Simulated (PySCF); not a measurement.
# `c1c([SiH3])occ1`, C₄H₆OSi

Cartesian coordinates in Å; atom numbers follow the order of the lines, from 1:
```xyz
12

Si    2.1399    0.0739   -0.2063
C     0.2763    0.0079   -0.0458
C    -0.5798    0.0415    1.0229
C    -1.8899   -0.0448    0.5024
C    -1.7429   -0.1249   -0.8488
O    -0.4479   -0.0941   -1.1879
H     2.5144    1.2383   -1.0115
H     2.6129   -1.1484   -0.8600
H     2.6874    0.1825    1.1457
H    -0.2998    0.1187    2.0540
H    -2.8095   -0.0471    1.0517
H    -2.4599   -0.2044   -1.6423
```

Computed, not measured: PySCF 2.14.0, quadratic response wB97X-D/aug-cc-pVDZ first hyperpolarisability, Taylor convention, gas phase. Geometry: GFN2-xTB.

Give the tensor of the second harmonic β(−2ω;ω,ω) at 694.3 nm in the axes of these coordinates.

In au, Taylor convention; rows are the first index (the induced dipole):
|  | xx | yy | zz | xy | xz | yz |
| --- | --- | --- | --- | --- | --- | --- |
| x | -326.2 | +35.2 | +36.1 | -12.4 | +56.2 | +2.5 |
| y | -13.4 | +2.9 | +0.5 | +33.8 | +1.9 | -6.0 |
| z | +39.8 | -6.9 | -27.3 | +1.3 | +25.9 | +0.1 |

Norm of βᵢ = ⅓ Σⱼ (βᵢⱼⱼ + βⱼᵢⱼ + βⱼⱼᵢ): 263.3 au, hyper-Rayleigh value 129.4 au.
